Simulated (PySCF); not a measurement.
# ¹⁷O chemical shifts

- shielding tensors at PBE0/pcSseg-1 (GIAO)
- GFN2-xTB geometry
- code: PySCF 2.14.0 with density-fitted response routines
- no solvent, single conformer, non-relativistic Hamiltonian, one averaged value for each set of equivalent atoms

Shieldings were converted by a linear fit to measured shifts: ¹⁷O: δ = 266.70 − 0.911σ (rms 10.7 ppm, 155 shifts, 12.2 ppm with the 3 outliers that the fit left out vs liquid water, solution or neat liquid). Occasional misses reach two or three times the rms, and more in compound classes unlike the fitted ones.

Q: Give the ¹⁷O shifts of `O=c1occ(O)o1`, `O=C1C[SiH](/C([SiH3])=C/[SiH3])C1`, `C=C[Si@@H]1CC(=C)[SiH2][SiH2]O1`.

A: 
```json
{"compound": "[O:1]=[c:2]1[o:3][cH:4][c:5]([OH:6])[o:7]1", "environment": "O1: carbonyl oxygen", "δ (ppm)": "231.3"}
{"compound": "[O:1]=[c:2]1[o:3][cH:4][c:5]([OH:6])[o:7]1", "environment": "O7: ring oxygen", "δ (ppm)": "179.1"}
{"compound": "[O:1]=[c:2]1[o:3][cH:4][c:5]([OH:6])[o:7]1", "environment": "O3: ring oxygen", "δ (ppm)": "149.2"}
{"compound": "[O:1]=[c:2]1[o:3][cH:4][c:5]([OH:6])[o:7]1", "environment": "O6: phenol-type oxygen", "δ (ppm)": "48.8"}
{"compound": "O=C1C[SiH](/C([SiH3])=C/[SiH3])C1", "environment": "ketone oxygen", "δ (ppm)": "565.3"}
{"compound": "C=C[Si@@H]1CC(=C)[SiH2][SiH2]O1", "environment": "oxygen bonded to 2 Si, in a 6-membered ring", "δ (ppm)": "-27.5"}
```

Q: Order these by ¹⁷O shift, lowest first.
A. C[C@H](CN)C(=O)C[SiH3]
B. CC[C@@H]1CC[Si@@H](O)N1
C. CO[SiH2]NC1CCC1

A: C (-47.1 ppm, oxygen bonded to C, Si), B (0.7 ppm, oxygen bonded to Si, H), A (578.0 ppm, ketone oxygen).
